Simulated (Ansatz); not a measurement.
Calculation: frozen-core CCSD(T)/cc-pVTZ // r2SCAN-D4/def2-TZVP in Ansatz (a first-principles code).

Ansatz 0.2 input:
```yaml
crystal:
  periodic: [false, false, false]
  atoms:
    - { symbol: S, position_ang: [1.46617, -1.100457, -0.437811] }
    - { symbol: Ge, position_ang: [-0.002967, 0.542834, -0.105376] }
    - { symbol: S, position_ang: [-2.023774, -0.194875, -0.637761] }
    - { symbol: H, position_ang: [2.228482, -0.743162, 0.610303] }
    - { symbol: H, position_ang: [0.231511, 1.724463, -1.052775] }
    - { symbol: H, position_ang: [0.094014, 0.968891, 1.366027] }
    - { symbol: H, position_ang: [-1.993436, -1.197695, 0.257393] }
basis:
  gaussian: { orbitals: cc-pVTZ }
correlation:
  method: ccsd_t
```

Output:

```
Functional definition: HF
974 factors; integrals over basis functions are off by at most 8.4e-4 eV
mean field evaluation 1: about -78173.6397 eV, gradient 1.8e1 eV
mean field evaluation 2: about -78173.7625 eV, gradient 1.8e1 eV
mean field evaluation 4: about -78175.1492 eV, gradient 2.6e0 eV
mean field evaluation 8: about -78175.1833 eV, gradient 2.1e-1 eV
mean field evaluation 16: about -78174.8145 eV, gradient 8.1e0 eV
mean field -78175.18356664 eV, -2872.8850070315 hartree, gradient 6.4e-6 eV, S^2 0.000000; 0 other end points of the search recorded, 0 dependent functions left out
19 core orbitals not correlated
reference -78175.18356664 eV, -2872.8850070315 hartree; 15, 15 occupied and 133, 133 virtual orbitals, 974 factors
second order -15.14543573 eV of doubles, -0.00000000 eV of singles
cycle   1  -15.90426569 eV  change   -7.6e-1 eV  update   9.1e-2
cycle   2  -16.38779266 eV  change   -4.8e-1 eV  update   2.6e-2
cycle   3  -16.44262919 eV  change   -5.5e-2 eV  update   1.1e-2
cycle   4  -16.43781580 eV  change    4.8e-3 eV  update   2.6e-3
cycle   5  -16.43717506 eV  change    6.4e-4 eV  update   9.2e-4
cycle   6  -16.43675576 eV  change    4.2e-4 eV  update   2.9e-4
cycle   7  -16.43674231 eV  change    1.3e-5 eV  update   1.0e-4
cycle   8  -16.43677561 eV  change   -3.3e-5 eV  update   3.3e-5
perturbative correction -0.73879030 eV, -0.0271500427 hartree
Total energy: -78192.35913255 eV, -2873.5161974368 hartree
```

Cost: roughly 40 core-seconds.
